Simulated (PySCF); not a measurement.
F2O, singlet, geometry from GFN2-xTB; B3LYP/3-21G (PySCF).

Input for PySCF:
```python
from pyscf import gto, scf, dft

mol = gto.Mole()
mol.atom = '''
    F     0.01888970    1.09187156   -0.24723650
    O    -0.02243225   -0.00276003    0.56897714
    F     0.00105008   -1.08941820   -0.25852096
'''
mol.basis = '3-21g'
mol.verbose = 4
mol.build()

mf = dft.RKS(mol)
mf.xc = 'b3lyp'
mf.kernel()
```

Task: Predict the main parts of the log of this PySCF run.

Result: 
```
PySCF version 2.14.0

[INPUT] verbose = 4
[INPUT] num. atoms = 3
[INPUT] num. electrons = 26
[INPUT] charge = 0
[INPUT] spin (= nelec alpha-beta = 2S) = 0
[INPUT] symmetry False subgroup None
[INPUT] Mole.unit = angstrom
[INPUT] Symbol           X                Y                Z      unit          X                Y                Z       unit  Magmom
[INPUT]  1 F      0.018889700000   1.091871560000  -0.247236500000 AA    0.035696359575   2.063338211602  -0.467209272996 Bohr   0.0
[INPUT]  2 O     -0.022432250000  -0.002760030000   0.568977140000 AA   -0.042390808858  -0.005215700796   1.075210965738 Bohr   0.0
[INPUT]  3 F      0.001050080000  -1.089418200000  -0.258520960000 AA    0.001984363609  -2.058702033117  -0.488533811860 Bohr   0.0

nuclear repulsion = 75.4313551044568
number of shells = 15
number of NR pGTOs = 45
number of NR cGTOs = 27
basis = 3-21g
ecp = {}

******** <class 'pyscf.dft.rks.RKS'> ********
method = RKS
initial guess = minao
damping factor = 0
level_shift factor = 0
DIIS = <class 'pyscf.scf.diis.CDIIS'>
diis_start_cycle = 1
diis_space = 8
diis_damp = 0
SCF conv_tol = 1e-09
SCF conv_tol_grad = None
SCF max_cycles = 50
direct_scf = True
direct_scf_tol = 1e-13
XC library pyscf.dft.libxc version 7.1.2
    S. Lehtola, C. Steigemann, M. J. T. Oliveira, and M. A. L. Marques,  SoftwareX 7, 1–5 (2018)
XC functionals = b3lyp
    P. J. Stephens, F. J. Devlin, C. F. Chabalowski, and M. J. Frisch,  J. Phys. Chem. 98, 11623 (1994)
radial grids:
    Treutler-Ahlrichs [JCP 102, 346 (1995); DOI:10.1063/1.469408] (M4) radial grids

becke partition: Becke, JCP 88, 2547 (1988); DOI:10.1063/1.454033
pruning grids: <function nwchem_prune>
grids dens level: 3
symmetrized grids: False
atomic radii adjust function: <function treutler_atomic_radii_adjust>
small_rho_cutoff = 0
Set gradient conv threshold to 3.16228e-05
Initial guess from minao.
tot grids = 42608
init E= -273.325303678777
  HOMO = -0.292632649139391  LUMO = -0.0764716090791762  gap/eV = 5.88204
cycle= 1 E= -273.113840680717  delta_E= 0.211  |g|= 0.512  |ddm|= 1.93
  HOMO = -0.316594186526886  LUMO = -0.0777715052138679  gap/eV = 6.49870
cycle= 2 E= -272.976609631394  delta_E= 0.137  |g|= 1.08  |ddm|= 0.849
  HOMO = -0.302121251727345  LUMO = -0.0520029508128608  gap/eV = 6.80607
cycle= 3 E= -273.164149294845  delta_E= -0.188  |g|= 0.0201  |ddm|= 0.545
  HOMO = -0.302222797450736  LUMO = -0.0486514737538064  gap/eV = 6.90003
cycle= 4 E= -273.164209896507  delta_E= -6.06e-05  |g|= 0.00527  |ddm|= 0.0205
  HOMO = -0.301010730887082  LUMO = -0.0471989033300906  gap/eV = 6.90657
cycle= 5 E= -273.164214274636  delta_E= -4.38e-06  |g|= 0.00117  |ddm|= 0.00322
  HOMO = -0.30123881610571  LUMO = -0.0474552428208397  gap/eV = 6.90580
cycle= 6 E= -273.164214450773  delta_E= -1.76e-07  |g|= 3.28e-05  |ddm|= 0.000592
  HOMO = -0.301235948261915  LUMO = -0.0474528740475098  gap/eV = 6.90579
cycle= 7 E= -273.164214451346  delta_E= -5.72e-10  |g|= 7.47e-06  |ddm|= 6.11e-05
  HOMO = -0.301236902182154  LUMO = -0.0474534420125718  gap/eV = 6.90580
Extra cycle  E= -273.164214451326  delta_E= 1.97e-11  |g|= 1.5e-05  |ddm|= 1.37e-05
converged SCF energy = -273.164214451326
```
